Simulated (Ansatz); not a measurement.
Stepwise reaction of `C[Si](C)(F)C#N` with hydrogen fluoride, as a gas-phase model of exchange steps in deposition or etching. ΔE in kJ/mol; ΔG adds harmonic PBE0-D4 terms to CCSD(T)/CBS, at 1 bar.

Isolated molecules relaxed with PBE0-D4/def2-TZVP in Ansatz; ΔE leaves out vibrations. CCSD(T)/CBS is the MP2 limit (def2-TZVPP, def2-QZVPP) plus CCSD(T) − MP2 in def2-TZVPP, frozen cores. This one scheme is used for every species. DFT in def2-TZVPP. B3LYP here is the variant with VWN-RPA as its local correlation; programs differ in this.

```json
{"step": "1", "reaction": "`C[Si](C)(F)C#N` + H–F → `C[Si](F)(F)C#N` + CH₄", "PBE-D4": "-134.5", "B3LYP-D4": "-147.6", "ωB97M-V": "-144.2", "CCSD(T)/CBS": "-141.6", "ΔG(400 K)": "-136.5"}
{"step": "2", "reaction": "`C[Si](F)(F)C#N` + H–F → `N#C[Si](F)(F)F` + CH₄", "PBE-D4": "-122.2", "B3LYP-D4": "-134.7", "ωB97M-V": "-131.9", "CCSD(T)/CBS": "-131.8", "ΔG(400 K)": "-122.3"}
```

Task: By hand: ΔE of the 2 steps together at CCSD(T)/CBS.

Result: (-141.6) + (-131.8) = -273.4 kJ/mol, or -136.7 kJ/mol a step.

In ΔE each step is higher than the one before. All are downhill at CCSD(T)/CBS. ΔG lies between -136.5 and -122.3 kJ/mol a step. PBE-D4 differs from CCSD(T)/CBS by 7.1 to 9.6 kJ/mol a step. Isolated molecules leave out the surface, adducts and barriers. Largest T1 diagnostic: 0.013.
